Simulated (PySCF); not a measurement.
## From computed data to an observable: oscillator strength and radiative lifetime

C2H9NOSi2, SMILES CN1C[Si@@H](O)[SiH2]1.

Coordinates come from a ωB97X-D3(BJ)/def2-SVP optimisation. The structure was generated by enumeration; whether it is a known compound was not checked. One conformer was computed; it need not be the lowest.

TDA-PBE0/def2-SVPD (PySCF) puts the first singlet state with f over 0.02 at 6.05 eV (vertical), with the transition dipole (0.018, -0.168, 0.489) in atomic units.

### Question
Find the oscillator strength, the wavelength and the radiative lifetime that this transition would have in vacuum if emission retraced absorption.

### Answer

|μ|² = 0.2677 au, so |μ| = 1.31 D. ΔE = 6.05/27.211 = 0.2223 hartree. f = (2/3) ΔE |μ|² = 0.040 (the program prints 0.040).
λ = 1239.84/6.05 = 205 nm; ν = 48797 cm⁻¹.
Einstein's coefficient A = 0.6670 ν² f s⁻¹ (ν in cm⁻¹) = 6.3e7 s⁻¹, so τ = 1/A = 16 ns. This state is S5; the lower singlets have f = 0.001, 0.019, 0.007, 0.014. The figure is the radiative limit of this one transition; relaxation, internal conversion, crossing to triplets and a medium change what is measured.
